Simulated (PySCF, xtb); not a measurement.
Si(Me)4 (C4H12Si), SMILES C[Si](C)(C)C.

Harmonic wavenumbers (cm⁻¹) from GFN2-xTB in xtb at its own minimum, in rising order: 88, 110, 111, 112, 156, 156, 202, 202, 202, 604, 729, 729, 729, 778, 778, 778, 804, 804, 877, 877, 877, 1375, 1375, 1375, 1380, 1487, 1487, 1487, 1490, 1490, 1496, 1496, 1496, 3038, 3038, 3038, 3039, 3040, 3040, 3040, 3040, 3042, 3047, 3047, 3047.

**Question.** What does PBE0-D3(BJ)/def2-SVP run with PySCF 2.14.0 give at its own minimum? (The exact figures need the calculation; the answer reports its results.)

**Answer.** 147, 170, 170, 170, 184, 184, 229, 229, 229, 592, 668, 668, 668, 699, 699, 699, 818, 818, 876, 876, 876, 1258, 1258, 1258, 1270, 1423, 1423, 1423, 1427, 1427, 1443, 1443, 1443, 3050, 3050, 3050, 3051, 3153, 3153, 3153, 3153, 3153, 3155, 3155, 3155. Paired by order, the mean absolute difference is 60 cm⁻¹ and the zero-point energies are 92.4 and 92.4 kcal/mol.
